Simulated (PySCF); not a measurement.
Ga(Br)2(OH) (Br2GaHO), SMILES [OH][Ga]([Br])[Br]. Atoms are numbered in the order given.

```xyz
5

Ga     0.5588     0.0066     0.0000
Br    -0.5639    -1.9701     0.0000
Br    -0.5406     1.9792     0.0000
O      2.3258     0.0392     0.0000
H      2.7294    -0.8364     0.0000
```
Charge 0, spin multiplicity 1.

The structure is a stationary point at PBE0-D3(BJ)/def2-SVP. The structure was generated by enumeration; whether it is a known compound was not checked. The values are those of a single conformer.

Method: B3LYP/pcSseg-1 run with PySCF.

GIAO shieldings, no solvent; atoms alike by connectivity are averaged. δ = σ(ref) − σ: ¹⁷O against H2O (σ = 333.8 ppm); ¹H against TMS (σ = 31.68 ppm), references at their B3LYP-D3(BJ)/def2-TZVP geometries, non-relativistic (without spin–orbit terms, shifts of atoms bonded to Cl or Br come out too high).

Computed chemical shifts:
| nucleus | atoms | count | δ (ppm) |
|---|---|---|---|
| ¹⁷O | O4 | 1 | 119.2 |
| ¹H | H5 | 1 | 3.37 |
